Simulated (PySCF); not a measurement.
C₃H₈Si, SMILES [SiH2]1CCC1 (connectivity only; charge and spin as stated), charge +1, multiplicity 2. Coordinates come from a PBE-D3(BJ)/def2-SVP optimisation. The multiplicity is an assumed one; no other spin state was optimised.

All values below come from PBE-D3(BJ)/def2-SVP (PySCF).

Harmonic wavenumbers (cm⁻¹): 96, 174, 422, 453, 470, 525, 573, 592, 694, 835, 860, 903, 917, 966, 983, 1040, 1153, 1177, 1208, 1288, 1315, 1424, 2228, 2269, 2962, 2971, 3056, 3084, 3087, 3128. Rotational constants (GHz): 10.40, 4.959, 3.786; symmetry number 2.

Work out the zero-point energy and the ideal-gas rigid-rotor harmonic-oscillator thermochemistry at 298.15 K and 1 atm.

ZPE = ½ Σ hcν = ½ × 40853 cm⁻¹ = 58.40 kcal/mol. H − E(el) = 62.80 kcal/mol. Entropy in cal/(mol K): translation 38.75, rotation 23.54, vibration 11.32, spin 1.38, total 74.97. G − E(el) = 40.45 kcal/mol. Cp = 24.38 cal/(mol K). Modes under 150 cm⁻¹ make the vibrational entropy uncertain.
